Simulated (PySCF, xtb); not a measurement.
GeFCl, SMILES [F][Ge][Cl] (connectivity only; charge and spin as stated), neutral, multiplicity 1.

Harmonic wavenumbers (cm⁻¹) from GFN2-xTB in xtb 6.7.1 at its own minimum, in rising order: 168, 354, 428.

Q: What does r2SCAN-D4/def2-TZVP (PySCF) give at its own minimum? (The exact figures need the calculation; the answer reports its results.)

A: 210, 401, 673. Paired by order, the mean absolute difference is 111 cm⁻¹ and the zero-point energies are 1.4 and 1.8 kcal/mol.
